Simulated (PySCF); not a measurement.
beryllium atom (Be), singlet; REVPBE/def2-SVPD in PySCF.

The PySCF input:
```python
from pyscf import gto, scf, dft

mol = gto.Mole()
mol.atom = '''
    Be    0.00000000    0.00000000    0.00000000
'''
mol.basis = 'def2-svpd'
mol.verbose = 4
mol.build()

mf = dft.RKS(mol)
mf.xc = 'revpbe'
mf.kernel()
```

Output, abridged:

```
PySCF version 2.14.0

[INPUT] verbose = 4
[INPUT] num. atoms = 1
[INPUT] num. electrons = 4
[INPUT] charge = 0
[INPUT] spin (= nelec alpha-beta = 2S) = 0
[INPUT] symmetry False subgroup None
[INPUT] Mole.unit = angstrom
[INPUT] Symbol           X                Y                Z      unit          X                Y                Z       unit  Magmom
[INPUT]  1 Be     0.000000000000   0.000000000000   0.000000000000 AA    0.000000000000   0.000000000000   0.000000000000 Bohr   0.0

nuclear repulsion = 0
number of shells = 6
number of NR pGTOs = 22
number of NR cGTOs = 12
basis = def2-svpd
ecp = {}

******** <class 'pyscf.dft.rks.RKS'> ********
method = RKS
initial guess = minao
damping factor = 0
level_shift factor = 0
DIIS = <class 'pyscf.scf.diis.CDIIS'>
diis_start_cycle = 1
diis_space = 8
diis_damp = 0
SCF conv_tol = 1e-09
SCF conv_tol_grad = None
SCF max_cycles = 50
direct_scf = True
direct_scf_tol = 1e-13
XC library pyscf.dft.libxc version 7.1.2
    S. Lehtola, C. Steigemann, M. J. T. Oliveira, and M. A. L. Marques,  SoftwareX 7, 1–5 (2018)
XC functionals = revpbe
    Y. Zhang and W. Yang,  Phys. Rev. Lett. 80, 890 (1998)
    J. P. Perdew, K. Burke, and M. Ernzerhof,  Phys. Rev. Lett. 77, 3865 (1996)
    J. P. Perdew, K. Burke, and M. Ernzerhof,  Phys. Rev. Lett. 78, 1396 (1997)
radial grids:
    Treutler-Ahlrichs [JCP 102, 346 (1995); DOI:10.1063/1.469408] (M4) radial grids

becke partition: Becke, JCP 88, 2547 (1988); DOI:10.1063/1.454033
pruning grids: <function nwchem_prune>
grids dens level: 3
symmetrized grids: False
atomic radii adjust function: <function treutler_atomic_radii_adjust>
small_rho_cutoff = 0
Set gradient conv threshold to 3.16228e-05
Initial guess from minao.
tot grids = 13728
init E= -14.643245245109
  HOMO = -0.195360332507419  LUMO = -0.0678259845958122  gap/eV = 3.47039
cycle= 1 E= -14.6460662688704  delta_E= -0.00282  |g|= 0.0087  |ddm|= 0.352
  HOMO = -0.207522864134787  LUMO = -0.0783215701997388  gap/eV = 3.51575
cycle= 2 E= -14.646146271419  delta_E= -8e-05  |g|= 0.00212  |ddm|= 0.083
  HOMO = -0.204889025992727  LUMO = -0.0760187229243576  gap/eV = 3.50674
cycle= 3 E= -14.6461516427665  delta_E= -5.37e-06  |g|= 1.15e-05  |ddm|= 0.0169
  HOMO = -0.20490170134711  LUMO = -0.0760298293590913  gap/eV = 3.50678
cycle= 4 E= -14.6461516429405  delta_E= -1.74e-10  |g|= 1.98e-08  |ddm|= 9.52e-05
  HOMO = -0.204901676061201  LUMO = -0.0760298053004355  gap/eV = 3.50678
Extra cycle  E= -14.6461516429405  delta_E=    0  |g|= 5.25e-09  |ddm|= 2.07e-07
converged SCF energy = -14.6461516429405
```
